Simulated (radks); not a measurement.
The nuclear charge of the praseodymium ion Pr+ is varied continuously with 58 electrons held in [Xe] 4f3 6s1. All-electron calculation, Dirac Kohn-Sham, PBE, spin-unpolarised, spherical densities, finite nucleus; open shells fill j = l - 1/2 first; Fermi nuclear charge, rms radius 4.8919 fm. Program: a radial shooting solver on a logarithmic mesh with Libxc functionals. By the Hellmann-Feynman theorem dE/dZ = E(electron-nucleus)/Z, the electronic potential at the nucleus (averaged over a nucleus of fixed radius).

| Z | E (hartree) | E(electron-nucleus)/Z (hartree) | HOMO | e(HOMO) (eV) | <r> HOMO (bohr) |
|---|---|---|---|---|---|
| 58.2 | -8939.3461 | -374.448 | 4f5/2 | -0.306 | 2.506 |
| 58.4 | -9014.4291 | -376.377 | 4f5/2 | -0.833 | 1.603 |
| 58.6 | -9089.8945 | -378.271 | 4f5/2 | -2.395 | 1.355 |
| 58.8 | -9165.7364 | -380.147 | 4f5/2 | -4.581 | 1.241 |
| 59 | -9241.9527 | -382.015 | 4f5/2 | -7.119 | 1.169 |
| 59.2 | -9318.5420 | -383.879 | 6s1/2 | -9.400 | 3.949 |
| 59.4 | -9395.5040 | -385.741 | 6s1/2 | -10.796 | 3.824 |
| 59.6 | -9472.8385 | -387.603 | 6s1/2 | -12.253 | 3.711 |
| 59.8 | -9550.5453 | -389.465 | 6s1/2 | -13.769 | 3.607 |
| 60 | -9628.6245 | -391.328 | 6s1/2 | -15.339 | 3.511 |

The central difference of E at Z = 59 is -382.014 hartree, to compare with the third column; the second derivative is -9.33 hartree. No converged solution with all levels bound was reached at Z = 58.
